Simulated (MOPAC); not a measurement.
Job for MOPAC: AM1 on CH9GeN (a complex), monomers drawn apart or pushed together.

```
AM1 1SCF PRECISE CHARGE=0 THREADS=1
CH9GeN

Ge     0.10564829 1     0.26755293 1     0.49318717 1
H      0.53967548 1     1.70022514 1     0.82415899 1
H     -1.31361809 1    -0.01192895 1     1.00408223 1
H      1.09898156 1    -0.75566073 1     1.05850432 1
H      0.09336918 1     0.11522221 1    -1.04620297 1
C     -0.46973615 1    -1.29608158 1     6.58353005 1
N     -0.07927291 1     0.05338179 1     6.17868985 1
H      0.25401424 1    -2.01073442 1     6.18896409 1
H     -1.43649684 1    -1.53661462 1     6.13877869 1
H     -0.54531760 1    -1.45067451 1     7.66743307 1
H      0.82580742 1     0.30032248 1     6.56005346 1
H     -0.74305449 1     0.74053973 1     6.51457093 1
```

Program output:

```
*******************************************************************************
 **                                                                           **
 **                              MOPAC v23.2.5                                **
 **                                                                           **
 *******************************************************************************
 ** MOPAC's Digital Object Identifier: https://doi.org/10.5281/zenodo.6511958 **
 **                                                                           **
 ** Please cite the open-source release paper for use of this MOPAC version:  **
 ** J. E. Moussa and J. J. P. Stewart (2026)                                  **
 ** MOPAC: An open-source semiempirical molecular orbital program             **
 ** J. Open Source Softw., 11(119), 8025, https://doi.org/10.21105/joss.08025 **
 *******************************************************************************

                              AM1 CALCULATION RESULTS

 *******************************************************************************
 *  AM1        - The AM1 Hamiltonian to be used
 *
 *
 *
 *                 CHARGE ON SYSTEM = 0
 *
 *
 *
 *  PRECISE    - TIGHTER CRITERIA TO BE USED
 *  1SCF       - DO 1 SCF AND THEN STOP
 *  THREADS=1  - MULTI-THREADING NOT USED
 *  T=         - A TIME OF 172800.0 SECONDS REQUESTED
 *  DUMP=N     - RESTART FILE WRITTEN EVERY 7200.0 SECONDS REQUESTED
 *******************************************************************************
AM1 1SCF PRECISE CHARGE=0 THREADS=1
 CH9GeN

   ATOM   CHEMICAL          X               Y               Z
  NUMBER   SYMBOL      (ANGSTROMS)     (ANGSTROMS)     (ANGSTROMS)

     1      Ge          0.10564829  *   0.26755293  *   0.49318717  *
     2       H          0.53967548  *   1.70022514  *   0.82415899  *
     3       H         -1.31361809  *  -0.01192895  *   1.00408223  *
     4       H          1.09898156  *  -0.75566073  *   1.05850432  *
     5       H          0.09336918  *   0.11522221  *  -1.04620297  *
     6       C         -0.46973615  *  -1.29608158  *   6.58353005  *
     7       N         -0.07927291  *   0.05338179  *   6.17868985  *
     8       H          0.25401424  *  -2.01073442  *   6.18896409  *
     9       H         -1.43649684  *  -1.53661462  *   6.13877869  *
    10       H         -0.54531760  *  -1.45067451  *   7.66743307  *
    11       H          0.82580742  *   0.30032248  *   6.56005346  *
    12       H         -0.74305449  *   0.74053973  *   6.51457093  *



          CARTESIAN COORDINATES

    NO.       ATOM           X           Y           Z

     1        Ge          0.1056      0.2676      0.4932
     2         H          0.5397      1.7002      0.8242
     3         H         -1.3136     -0.0119      1.0041
     4         H          1.0990     -0.7557      1.0585
     5         H          0.0934      0.1152     -1.0462
     6         C         -0.4697     -1.2961      6.5835
     7         N         -0.0793      0.0534      6.1787
     8         H          0.2540     -2.0107      6.1890
     9         H         -1.4365     -1.5366      6.1388
    10         H         -0.5453     -1.4507      7.6674
    11         H          0.8258      0.3003      6.5601
    12         H         -0.7431      0.7405      6.5146

  H: (AM1): M.J.S. DEWAR ET AL, J. AM. CHEM. SOC. 107 3902-3909 (1985)
  C: (AM1): M.J.S. DEWAR ET AL, J. AM. CHEM. SOC. 107 3902-3909 (1985)
  N: (AM1): M.J.S. DEWAR ET AL, J. AM. CHEM. SOC. 107 3902-3909 (1985)
 Ge: (AM1): M.J.S.Dewar and C.Jie, Organometallics, 8, 1544, (1989)

           Empirical Formula: C H9 N Ge  =    12 atoms



      MOLECULAR POINT GROUP   :   Cs


      RHF CALCULATION, NO. OF DOUBLY OCCUPIED LEVELS = 11


 -------------------------------------------------------------------------------
 AM1 1SCF PRECISE CHARGE=0 THREADS=1
 CH9GeN



     1SCF WAS SPECIFIED, SO BFGS WAS NOT USED
     SCF FIELD WAS ACHIEVED


                              AM1 CALCULATION
                                                       MOPAC v23.2.5 Linux




          FINAL HEAT OF FORMATION =         23.54106 KCAL/MOL =      98.49581 KJ/MOL


          COSMO AREA              =        150.47 SQUARE ANGSTROMS
          COSMO VOLUME            =        120.82 CUBIC ANGSTROMS

          IONIZATION POTENTIAL    =          9.885755 EV
          HOMO LUMO ENERGIES (EV) =         -9.886  0.993
          NO. OF FILLED LEVELS    =         11
          MOLECULAR WEIGHT        =        107.6788         POINT GROUP:  Cs

          MOLECULAR DIMENSIONS (Angstroms)

            Atom       Atom       Distance
            H    10    H     5     8.87623
            H    11    H     9     2.94355
            H     4    H    12     2.81402


          SCF CALCULATIONS        =          1





   ATOM   CHEMICAL          X               Y               Z
  NUMBER   SYMBOL      (ANGSTROMS)     (ANGSTROMS)     (ANGSTROMS)

     1      Ge          0.10564829  *   0.26755293  *   0.49318717  *
     2       H          0.53967548  *   1.70022514  *   0.82415899  *
     3       H         -1.31361809  *  -0.01192895  *   1.00408223  *
     4       H          1.09898156  *  -0.75566073  *   1.05850432  *
     5       H          0.09336918  *   0.11522221  *  -1.04620297  *
     6       C         -0.46973615  *  -1.29608158  *   6.58353005  *
     7       N         -0.07927291  *   0.05338179  *   6.17868985  *
     8       H          0.25401424  *  -2.01073442  *   6.18896409  *
     9       H         -1.43649684  *  -1.53661462  *   6.13877869  *
    10       H         -0.54531760  *  -1.45067451  *   7.66743307  *
    11       H          0.82580742  *   0.30032248  *   6.56005346  *
    12       H         -0.74305449  *   0.74053973  *   6.51457093  *

                             CARTESIAN COORDINATES

   1   Ge        0.105648290     0.267552930     0.493187170
   2    H        0.539675480     1.700225140     0.824158990
   3    H       -1.313618090    -0.011928950     1.004082230
   4    H        1.098981560    -0.755660730     1.058504320
   5    H        0.093369180     0.115222210    -1.046202970
   6    C       -0.469736150    -1.296081580     6.583530050
   7    N       -0.079272910     0.053381790     6.178689850
   8    H        0.254014240    -2.010734420     6.188964090
   9    H       -1.436496840    -1.536614620     6.138778690
  10    H       -0.545317600    -1.450674510     7.667433070
  11    H        0.825807420     0.300322480     6.560053460
  12    H       -0.743054490     0.740539730     6.514570930


           Empirical Formula: C H9 N Ge  =    12 atoms



      MOLECULAR POINT GROUP   :   Cs


                  EIGENVALUES
 -35.06979 -25.71998 -16.84253 -15.70202 -15.52533 -14.07092 -12.60081 -11.41025
 -11.39366 -11.27736  -9.88576   0.99308   1.10194   1.10533   3.18121   3.72273
   4.32630   4.34983   5.00306   6.07328   6.12193


              NET ATOMIC CHARGES AND DIPOLE CONTRIBUTIONS

  ATOM NO.   TYPE          CHARGE      No. of ELECS.   s-Pop       p-Pop
    1         Ge           0.002448        3.9976     0.94892     3.04863
    2          H          -0.000731        1.0007     1.00073
    3          H           0.000947        0.9991     0.99905
    4          H           0.001021        0.9990     0.99898
    5          H          -0.003691        1.0037     1.00369
    6          C          -0.132427        4.1324     1.21965     2.91278
    7          N          -0.340715        5.3407     1.60184     3.73887
    8          H           0.081075        0.9189     0.91893
    9          H           0.081081        0.9189     0.91892
   10          H           0.037604        0.9624     0.96240
   11          H           0.136696        0.8633     0.86330
   12          H           0.136691        0.8633     0.86331
 DIPOLE           X         Y         Z       TOTAL
 POINT-CHG.    -0.079    -0.232     0.502     0.559
 HYBRID         0.005     0.131     1.091     1.099
 SUM           -0.074    -0.101     1.593     1.598


          ATOMIC ORBITAL ELECTRON POPULATIONS

     Atom    s        px        py        pz
    1 Ge   0.94892   1.01809   1.01612   1.01442
    2  H   1.00073
    3  H   0.99905
    4  H   0.99898
    5  H   1.00369
    6  C   1.21965   1.02240   0.91224   0.97815
    7  N   1.60184   1.07107   1.03265   1.63516
    8  H   0.91893
    9  H   0.91892
   10  H   0.96240
   11  H   0.86330
   12  H   0.86331

 **********************
 *                    *
 * JOB ENDED NORMALLY *
 *                    *
 **********************




 == MOPAC DONE ==
```

The run finished.

Cost: about 0.020 core-seconds (a rough figure).
